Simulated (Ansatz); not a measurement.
Saddle point of AlSiNH$_{8}$O$_{2}$F, doublet (AlSiH₃OF ([F][Al][O][SiH3]) + H₂O + NH₃ → AlNH₂F ([NH2][Al][F]) + SiH₄O ([OH][SiH3]) + H₂O (still joined by a long Al–O bond); bonds formed: O2–H7, H5–O8; bonds broken: H5–N6, H7–O8; bonds weakened to dative contacts: Al1–O2), PBE0-D4/def2-TZVP structure:

```
14
angstrom
Al -1.3852 0.7553 -0.3704
O -0.3380 -0.6750 0.2833
Si -0.3413 -2.2673 -0.2312
F -1.5217 0.3209 -1.9851
H 0.9987 1.4037 0.5803
N -0.0951 2.1223 -0.1509
H 0.5905 -0.2386 0.7029
O 1.5741 0.5923 0.9973
H 0.2290 -3.0876 0.8659
H -1.7482 -2.6444 -0.4893
H 0.4831 -2.4228 -1.4515
H -0.4249 2.9369 0.3531
H 0.2642 2.4599 -1.0397
H 1.7150 0.7446 1.9351
```

Energies are electronic, without zero-point energy. Barriers and step energies count from the start structure reached by relaxing down the imaginary mode; all methods use the PBE0-D4 structures, on which another method's saddle can fall below an end. Computed with Ansatz 0.2.0 (basis: def2-TZVPP, with def2-QZVPP for the basis limit); correlated methods freeze the cores; orbitals are unrestricted. B3LYP uses VWN-RPA correlation. Extrapolation: Hartree–Fock as exp(−7.88 √X), correlation as X^−2.97.

```tsv
method	barrier (kcal/mol)	step energy (kcal/mol)
SPW92	10.74	12.65
PBE-D4	17.31	17.62
BLYP-D4	19.68	19.23
r2SCAN-D4	19.52	19.63
B97M-V	24.80	23.33
PBE0-D4	20.08	19.70
B3LYP-D4	?	20.69
r2SCAN0-D4	21.30	20.82
BHLYP-D4	25.01	23.11
CAM-B3LYP-D4	21.65	20.73
wB97X-V	?	21.37
wB97M-V	22.55	21.06
B2PLYP	22.83	21.79
PBE-QIDH	22.21	21.40
RPA on PBE	23.01	21.88
HF	?	29.47
MP2	22.25	21.49
CCSD	25.03	23.22
CCSD(T)	23.32	21.99
```

Task: Fill in the withheld barriers. (To be estimated.)

Result: Computed: B3LYP-D4 21.62; wB97X-V 22.52; HF 33.65 kcal/mol. Each is the energy of the saddle less that of the start structure, by the same method.

For comparison, the barrier by CCSD(T) at an estimated basis limit (MP2 extrapolated from triple and quadruple zeta, plus CCSD(T) − MP2 in triple zeta) is 23.61 kcal/mol.

T1 diagnostic: at most 0.013. ⟨S²⟩ of the unrestricted Hartree–Fock references: 0.75 (a pure state has 0.75).

Labels in which every atom is bracketed show which atoms are joined, not bond orders.

For scale, one of the runs: CCSD(T)/def2-TZVPP, 320 basis functions, launched by `ansatz run in.yaml --threads 4 --pin off --events-out ev --progress --plain --max-ram 66560MiB --backend cuda --devices 0, --max-vram 37GiB`. Hardware: 4 CPU threads of an AMD EPYC 7R13 and a share of one NVIDIA H100, shared host. Wall time 31 s; peak host memory 0.84 GiB.
